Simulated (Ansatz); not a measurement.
Relaxation of Cl3F4HW (9 atoms, charge 0, multiplicity 1), to a largest force component of 0.03 eV/Å in at most 50 steps.

These are results of RKS PBE/def2-SVP in Ansatz, not measurements.

```xyz
9
Properties=species:S:1:pos:R:3:forces:R:3
W 0.043 -0.045 -0.066 0.41 -0.43 0.25
Cl 0.092 -0.126 2.302 -0.06 0.07 -0.60
F 1.924 -0.104 0.008 -0.01 -0.02 0.00
Cl 0.217 2.218 -0.346 -0.01 0.01 0.00
Cl -2.209 -0.299 -0.382 -0.01 0.02 0.00
F 0.162 -1.924 -0.013 0.03 0.03 -0.01
F 0.260 -0.232 -1.922 0.03 -0.02 0.02
F -1.879 1.796 1.468 -0.44 0.46 0.01
H -1.811 1.596 2.374 0.08 -0.12 0.33
```

Problem. Where does it end, and by what steps?

Solution. The forces met the threshold. After 7 steps the energy has fallen by 0.302 eV; F8 moved furthest, 0.70 Å.

```json
{"step": "0", "energy less start (eV)": "0.0000", "largest force component (eV/Å)": "0.596", "accepted": "yes"}
{"step": "1", "energy less start (eV)": "-0.1410", "largest force component (eV/Å)": "1.186", "accepted": "yes"}
{"step": "2", "energy less start (eV)": "-0.2345", "largest force component (eV/Å)": "1.313", "accepted": "yes"}
{"step": "3", "energy less start (eV)": "-0.2920", "largest force component (eV/Å)": "0.268", "accepted": "yes"}
{"step": "4", "energy less start (eV)": "-0.2996", "largest force component (eV/Å)": "0.080", "accepted": "yes"}
{"step": "5", "energy less start (eV)": "-0.3009", "largest force component (eV/Å)": "0.082", "accepted": "yes"}
{"step": "6", "energy less start (eV)": "-0.3020", "largest force component (eV/Å)": "0.082", "accepted": "yes"}
{"step": "7", "energy less start (eV)": "-0.3024", "largest force component (eV/Å)": "0.014", "accepted": "yes"}
```

```xyz
9
Properties=species:S:1:pos:R:3
W 0.138 -0.142 -0.172
Cl -0.022 -0.032 2.151
F 2.007 -0.159 0.005
Cl 0.186 2.134 -0.398
Cl -2.130 -0.272 -0.444
F 0.224 -2.012 -0.031
F 0.390 -0.349 -2.016
F -2.288 2.138 1.927
H -1.708 1.574 2.402
```

Whether the end is a true minimum wasn't checked by a vibrational analysis.

Time of the run: 26 s on 4 threads of Intel(R) Xeon(R) Platinum 8175M CPU @ 2.50GHz (Skylake/Cascade Lake), on a shared host, peak memory 0.26 GiB.
